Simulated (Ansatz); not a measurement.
`[CH3][Sn][NH2]` + HBr → `[NH2][Sn][Br]` + CH₄ at 700 K and 1 bar (ligand exchange at the Sn–C bond).

Gas-phase electronic energies from Ansatz, PBE0-D4/def2-TZVP geometries. CCSD(T)/CBS adds triple-zeta CCSD(T) − MP2 to the extrapolated MP2 energy (def2 sets, frozen cores). This one scheme is used for every species. def2 core potentials past Kr. For Br, Sn outer-core shells are correlated without core-valence functions, which leaves a few kJ/mol of doubt a bond. Scalar relativity is left out up to krypton. Each species was taken in one conformer, which may not be the lowest.

| species | CCSD(T)/CBS energy (Eh) | H − E (kJ/mol) | S (J/(mol·K)) |
| --- | --- | --- | --- |
| `[CH3][Sn][NH2]` | -309.80337 | 217.2 | 417.0 |
| HBr | -2573.91920 | 36.5 | 223.7 |
| `[NH2][Sn][Br]` | -2843.33195 | 114.1 | 386.9 |
| CH₄ | -40.46206 | 145.9 | 224.0 |

H − E and S are ideal-gas, rigid-rotor, harmonic terms from PBE0-D4/def2-TZVP, for one conformer and one mirror image of each species. 1 Eh = 2625.50 kJ/mol, R = 8.31446 J/(mol·K).

Task: By hand: ΔE, ΔH, ΔS and ΔG.

Result: ΔE = (-2843.33195) + (-40.46206) − (-309.80337) − (-2573.91920) = -0.07144 Eh = -187.6 kJ/mol. Δ(H − E) = 114.1 + 145.9 − 217.2 − 36.5 = 6.3, so ΔH = -181.3 kJ/mol. ΔS = 386.9 + 224.0 − 417.0 − 223.7 = -29.8 J/(mol·K). ΔG = -181.3 − 700 × (-29.8)/1000 = -160.4 kJ/mol.

Task: By hand: the equilibrium constant, and the temperature at which ΔG would vanish if ΔH and ΔS stayed fixed.

Result: log₁₀ K = −ΔG/(RT ln 10) = 12.0. ΔG = 0 at ΔH/ΔS = 6084 K, far beyond where these terms or the molecules hold.

ΔH outweighs TΔS. A doubt of 5 kJ/mol in ΔE shifts log₁₀ K by 0.4 here. Other conformers and mirror images would add mixing entropy, several J/(mol·K) or more a flexible species. Modes under 60 cm⁻¹, often nearly free rotors, make the harmonic entropy too high. These are equilibria of isolated gas molecules and say nothing of rates. Largest T1 diagnostic: 0.016 (customary marks: 0.02 for closed shells, 0.045 for open ones).
